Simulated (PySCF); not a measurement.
**From computed data to an observable: dipole moment from atomic charges**

B(Cl)2(SH) (BCl₂HS), SMILES B(Cl)(Cl)S. Atoms are numbered in the order given.

```xyz
5

B     -0.0003    -0.0121     0.0000
Cl     1.3720    -1.1111     0.0000
Cl    -1.6376    -0.6606     0.0000
S      0.3415     1.7513     0.0000
H     -0.9481     2.1574     0.0000
```

The structure is a stationary point at TPSSh-D3(BJ)/def2-SVP. Other conformers were not sampled.

Charges (e) from PySCF with PBE0/def2-TZVPD:

```tsv
atom	IAO	ESP fit
B1	0.004	0.019
Cl2	-0.054	-0.014
Cl3	-0.060	-0.058
S4	-0.006	-0.124
H5	0.117	0.177
```

The dipole moment of the full density is 1.21 D.

Question: What dipole moment does each set of point charges give, and which comes closer to that of the density?

Answer: 
μ = Σ q r, and 1 e Å = 4.8032 D.
IAO: Σ q r = (-0.089, 0.341, 0.000) e Å, |μ| = 1.69 D.
ESP fit: Σ q r = (-0.134, 0.218, 0.000) e Å, |μ| = 1.23 D.
ESP fit comes closer in size. Point charges leave out the atoms' own dipoles (lone pairs, polarised bonds); fits to the potential absorb them, partitions of the density don't.
